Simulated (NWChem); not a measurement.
Species: HTeSI; SMILES S[Te]I

```xyz
4

Te     0.6147    -0.9827     0.0040
I     -0.1219     1.6446     0.0054
S     -1.4878    -2.1194     0.0496
H     -1.6984    -2.1524    -1.2878
```
Atoms are numbered in this order, from 1.

All runs: NWChem. All runs use the structure optimised with PBE0/def2-SVP (def2 core potentials past Kr).

For level PBE/3-21G, non-relativistic:

```yaml
highest occupied level (eV): -5.48
orbital gap (eV): 1.85
dipole (D): 1.74
```

Question: What are these values for level PBE/STO-3G, non-relativistic?

Answer: The highest occupied level (eV) comes out as -2.91. The orbital gap (eV) is 2.73. The dipole (D) comes out as 2.31.
